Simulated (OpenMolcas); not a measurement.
Ru I: effect of correlating more closed shells

```json
{"Program": "OpenMolcas", "Basis": "ANO-RCC-VQZP [8s7p5d3f2g1h]", "Scalar Hamiltonian": "DKH2, point nucleus", "Active space": "8 electrons in 6 orbitals (4d 5s)", "State averaging": "2S+1 = 5 even, 15 roots; 2S+1 = 3 even, 75 roots kept (CI in the orbitals of an earlier block); 2S+1 = 1 even, 57 roots kept (CI in the orbitals of an earlier block)", "Spin-orbit coupling": "RASSI with atomic mean-field integrals over the reference wave functions, term energies averaged over their components"}
```

Methods on the same reference wave functions:
A. CASSCF
B. MS-CASPT2, IPEA 0.25 Eh, imaginary shift 0.1 Eh (closed shells correlated: none)
C. MS-CASPT2, IPEA 0.25 Eh, imaginary shift 0.1 Eh (closed shells correlated: 4s 4p)

Energies in cm-1 above 4d7 5s 5F5, the measured ground level; measured values from NIST Handbook of Basic Atomic Spectroscopic Data.

```csv
Level,A,B,C,Measured
4d7 5s 5F5,0.0,0.0,0.0,0.0
4d7 5s 5F4,1228,1205,1213,1191
4d7 5s 5F3,2170,2150,2160,2092
4d7 5s 5F2,2838,2810,2820,2713
4d7 5s 5F1,3262,3220,3230,3105
4d7 5s 3F4(1) [75 %],9354,5420,5940,
4d6 5s2 5D4,10256,6100,4890,7483
4d7 5s 3F3(1) [66 %],10934,7310,7490,
4d6 5s2 5D3 [67 %],11346,6890,6020,8575
4d6 5s2 5D2,11750,7580,6640,9058
4d7 5s 3F2(1),12133,8130,8390,
4d6 5s2 5D1,12192,8000,7040,9073
4d6 5s2 5D0,12388,8190,7230,9492
4d7 5s 5P3,12950,9340,9330,8771
4d7 5s 5P2 [70 %],13052,9270,9150,8044
4d7 5s 5P1,13836,10120,10060,9620
4d7 5s 3G5,15311,13020,12450,
4d7 5s 3G4,15991,13560,13010,
4d7 5s 3P2(1) [66 %],16323,12040,11660,
4d7 5s 3G3,16791,14460,13920,
4d7 5s 3P1(1) [65 %],18060,13690,13300,
4d7 5s 3P0(1) [50 %],18693,13900,13580,
4d7 5s 3H6,19567,17330,16090,
4d7 5s 1G4 [55 %],19616,15640,15120,
```

Deviations, from unrounded energies. A percentage is the sum of absolute deviations over the sum of measured energies, with the sign that they share, or ± where signs differ.

| Against measurement | Levels | A | B | C |
| --- | --- | --- | --- | --- |
| mean absolute deviation (cm-1) | 12 | 2300 | 790 | 1200 |
| fine structure of the ground term (%) | 4 | +4.4 | +3.2 | +3.6 |
| other terms of the ground configuration (%) | 3 | +50.7 | +8.7 | +7.9 |
| other configurations (%) | 5 | +32.6 | -15.8 | -27.1 |

B lies closest to measurement on these levels and A furthest from it. The largest miss of B in the table is 4d6 5s2 5D3 [67 %], by -1700 cm-1. The ranking rests on the paired levels alone, and a cruder setting can come out closer through cancelling errors.

Between B and C the level of the table that moves most is 4d7 5s 3H6, by 1200 cm-1 (lowest in C, highest in B). Moves below CASPT2's spread within the term are not significant.

The mean deviations of B to C differ by less than CASPT2's widest spread within a term (1500 cm-1), so their order carries little weight.

From A to B the spin-free energies of the other terms of 4d7 5s shown, above 5F, scale by factors of 0.57 to 0.88.

The lowest spin-free term lies below A's lowest term by 0.215 hartree in B, 0.583 hartree in C.

What an inner shell adds also hangs on whether the basis holds functions to correlate it.

CASPT2 breaks the degeneracy within a term, and the mean is taken; among the terms shown or strongly mixed into the levels shown the widest spread is 1500 cm-1 (4d7 5s 5F, C). Terms from blocks run as CI alone lack orbitals of their own. Configurations are named by rounded mean occupations; where the s occupation lies near a half they are strongly mixed, a name can repeat and a true partner stay unpaired. A single d shell beside an s shell can misplace configurations of different d count against each other. Without dynamic correlation excited terms often stand tens of per cent too high (terms of higher spin than the ground term too low), and those without a measured partner can miss by more than the paired ones (holds for A). Blocks of more than 70 roots (2S+1 = 3 even) ran without multistate coupling (holds for B; C). Some terms miss by over 15 % even with CASPT2, which points to a basis or an active space too small for the shells correlated (holds for B). The CASPT2 spread within a term exceeds the gap to the next term for 4d7 5s 3P(2) and 4d7 5s 1G, so the order of their levels is uncertain (holds for C). Measured partners are found by configuration, term and J. A level has none where our copy of the source lacks it or the pairing is in doubt (some pairs that miss far off the trend of their configuration count as doubtful), and it then counts in no deviation. Only configurations of the active space appear. Levels that lie high or do not pair safely by name in every column are left out.

A share in square brackets marks a mixed level and gives the weight of the term that names it, the lowest over the columns. A number in round brackets counts repeated terms of one configuration in the order of the reference energies.
